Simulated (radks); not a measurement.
Values are calculated unless marked as measured or tabulated.
These are the eigenvalues of the occupied orbitals of an atom or ion with whole-number occupations (hartree). Code: a radial shooting solver on a logarithmic mesh with Libxc functionals. Model: Dirac Kohn-Sham, LDA (Slater exchange, Perdew-Wang correlation), spin-unpolarised, spherical densities, finite nucleus; Fermi nuclear charge, rms radius of each element as measured or else 0.836 A^(1/3) + 0.57 fm.

1s1/2: -278.7552
2s1/2: -33.32869
2p1/2: -29.00338
2p3/2: -28.45990
3s1/2: -4.12420
3p1/2: -2.83471
3p3/2: -2.76631
3d3/2: -0.69176
3d5/2: -0.68453
4p1/2: -0.31367

Which element is it, and in what charge state? The configuration may be excited. Open shells, if any, fill j = l - 1/2 first.

Answer. Z = 27, cobalt, charge +1: Co+ in [Ar] 3d7 4p1. The list shows which subshells hold electrons but not how many an open one holds; the 1s level, -278.76 hartree, gives Z - s = 23.6 by -(Z - s)^2/2, which with screening and relativity narrows Z to a few neighbours, and the depths of the outer levels then fix element, charge and occupations together.
